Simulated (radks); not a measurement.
Values are calculated unless marked as measured or tabulated.
Species: Gd II. Configuration: [Xe] 4f7 5d1 6p1 (not the ground configuration). Level of theory: Dirac Kohn-Sham, BLYP, spin-unpolarised, spherical densities, finite nucleus; open shells fill j = l - 1/2 first; Fermi nuclear charge, rms radius 5.1569 fm (a radial shooting solver on a logarithmic mesh with Libxc functionals).

X-ray form factor f0, the Fourier transform of the density (f0(0) = 63):

sin(theta)/lambda (1/angstrom),f0 (electrons)
0.05,61.872
0.1,59.224
0.15,56.023
0.2,52.625
0.25,49.201
0.3,45.914
0.4,40.132
0.5,35.428
0.6,31.526
0.8,25.365
1,21.006
1.25,17.525
1.5,15.242
2,11.626
